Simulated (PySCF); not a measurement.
Calculation: ωB97X-D3(BJ)/def2-TZVP // PBE0-D3(BJ)/def2-SVP (PySCF). All species are isolated molecules in the gas phase. Delta-SCF ions had no search for a lower state. Excitations are Tamm–Dancoff values on a coarser integration grid. The basis has no diffuse functions, so Rydberg states are missing or too high.

Reference species (SMILES): `[SiH3]c1ccc2cccccc1-2` (neutral, multiplicity 1).

| Quantity | Result |
|---|---|
| HOMO | -7.79 eV |
| vertical electron affinity (Delta-SCF) | 0.83 eV |
| T1 excitation (TDA) | 2.14 eV |
| vertical ionisation energy (Delta-SCF) | 7.38 eV |

Changed species: `c1c(c2cccc-2ccc1)[SiH3]`.

What does the change do to the HOMO, vertical electron affinity (Delta-SCF), T1 excitation (TDA) and vertical ionisation energy (Delta-SCF)?

the HOMO rises by 0.04 eV, to -7.75 eV; the vertical electron affinity (Delta-SCF) rises by 0.07 eV, to 0.90 eV; the T1 excitation (TDA) decreases by 0.15 eV, to 1.99 eV; the vertical ionisation energy (Delta-SCF) decreases by 0.03 eV, to 7.35 eV.
